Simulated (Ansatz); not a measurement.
`COBCCl` + H₂ → `BOC` + `CCl`  (hydrogenolysis of a B–C bond)

Program: Ansatz. Geometries: PBE0-D4/def2-TZVP. ΔE: electronic, gas phase. CBS: MP2 limit from def2 TZ/QZ plus the TZ coupled-cluster correction, frozen cores. This one scheme is used for every species. DFT in def2-TZVPP. Each species was taken in one conformer, which may not be the lowest.

`COBCCl`:

Cartesian coordinates in Å:
```
C -0.656 -0.013 1.847
O -0.598 0.298 0.468
B 0.453 -0.036 -0.295
C 0.384 0.291 -1.833
Cl 0.289 -1.316 -2.632
H 0.265 -0.495 2.184
H -1.502 -0.681 2.022
H -0.814 0.909 2.408
H 1.406 -0.589 0.184
H 1.276 0.781 -2.223
H -0.502 0.851 -2.130
```

H₂:

```xyz
2

H    -0.122    0.097    0.339
H     0.122   -0.097   -0.339
```

`BOC`:

Z-matrix (Å, degrees):
```
C
O 1 1.413
H 1 1.092 2 108.8
H 1 1.092 2 108.9 3 118.3
H 1 1.094 2 111.3 3 -120.8
B 2 1.339 1 122.3 3 121.0
H 6 1.196 2 116.9 1 180.0
H 6 1.204 2 120.2 1 0.0
```

`CCl`:

```xyz
5

C    -0.089    0.090   -0.073
Cl    0.993   -0.999    0.814
H    -0.693   -0.502   -0.757
H     0.515    0.805   -0.626
H    -0.725    0.606    0.642
```

Problem. Is it downhill or uphill in electronic energy at CCSD(T)/CBS, and by how much? (Estimate.)

Solution. Ansatz gave: Downhill: ΔE = -0.14 eV.

Problem. What do these levels give: PBE0-D4, r2SCAN, PBE0, HF/def2-QZVPP, MP2/CBS(def2), CCSD/CBS(def2)? (An estimate is asked.)

Solution. Ansatz gave: PBE0-D4 -0.14, r2SCAN -0.12, PBE0 -0.19, HF/def2-QZVPP -0.39, MP2/CBS(def2) -0.10, CCSD/CBS(def2) -0.19 eV.

Largest T1 diagnostic among the species: 0.014.

The D4 term adds +0.09 eV with B3LYP and +0.05 eV with PBE0; it sums over pairs of atoms, weighted by their polarisabilities, and B3LYP, whose exchange is more repulsive, gets the larger term. From PBE to PBE0 (25 % exact exchange), in def2-TZVPP and without D4, ΔE moves by −0.04 eV. In def2-TZVPP, CCSD(T) changes the Hartree–Fock value by +0.24 eV (the triples alone add +0.05 eV) and MP2 by +0.27 eV.

B3LYP here is the variant with VWN-RPA as its local correlation; programs differ in this.
